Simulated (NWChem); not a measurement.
CH4O2Si, singlet; SMILES O[Si]OC

```xyz
8

Si    -0.6348    -0.6225     0.0000
O      0.4953    -1.8405     0.0000
H      1.4188    -1.5529     0.0000
O      0.4177     0.6864     0.0000
C      0.0493     2.0390     0.0000
H      0.4585     2.5426     0.8911
H      0.4585     2.5426    -0.8911
H     -1.0476     2.1813     0.0000
```
Atoms are numbered in this order, from 1.

All runs: NWChem. Pople sets run with spherical d functions. Low-valent species are run as closed-shell singlets; no triplet was tried in these runs. Coordinates come from a PBE0/def2-SVP optimisation. LC-ωPBE (HJS hole) with 6-31G*; x = 1 − exp(−ω/0.25 bohr⁻¹) is a scale chosen for this fit.

```csv
row,x,−ε(HOMO) (eV)
ω = 0.10,0.330,7.21
ω = 0.20,0.551,8.35
ω = 0.25,0.632,8.77
ω = 0.35,0.753,withheld
ω = 0.80,0.959,10.32
```

Problem. Fit a straight line of the last column on the one before it, predict the withheld value, and compare with the run.

Solution. 
1. Means of the 4 shown rows: x = 0.6180, y = 8.662. Slope Σ(x − x̄)(y − ȳ)/Σ(x − x̄)² = 1.006/0.2039 = 4.933; intercept 5.614.
2. The shown rows scatter about the line by 0.029 (root mean square); the largest residual is +0.04, at ω = 0.25.
3. At x = 0.753 (ω = 0.35; inside the shown range) the line gives 9.33.
4. The run gives 9.38, +0.05 from the line, 1.7 times the scatter.
